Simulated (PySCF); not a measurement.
GeHO, SMILES [OH+]=[Ge] (connectivity only; charge and spin as stated), charge +1, multiplicity 1.

Geometry optimised at PBE0-D3(BJ)/def2-TZVP. The isomer is the one that the SMILES or the coordinates give; other isomers of the formula were not compared.

Two levels are set side by side: PBE/def2-TZVPD (PySCF) and ωB97X/def2-TZVPD (PySCF). Same geometry, gas phase. Differences are taken from unrounded values.

| quantity | ωB97X | PBE | PBE minus ωB97X |
|---|---|---|---|
| orbital gap (eV) | 12.97 | 5.87 | -7.10 |
| highest occupied level (eV) | -19.55 | -15.48 | 4.07 |
| lowest empty level (eV) | -6.58 | -9.61 | -3.03 |
| mean polarisability (bohr³) | 23.9 | 24.7 | 0.7 |

Without exact exchange PBE keeps part of each electron's self-repulsion, which lifts occupied levels and narrows the gap. Loosely held outer electrons make PBE densities more polarisable. Differences between two approximate levels are no errors against the true value.

Rough cost on one machine, each run with all the roots and properties that it gave: ωB97X against PBE within a factor of 2.
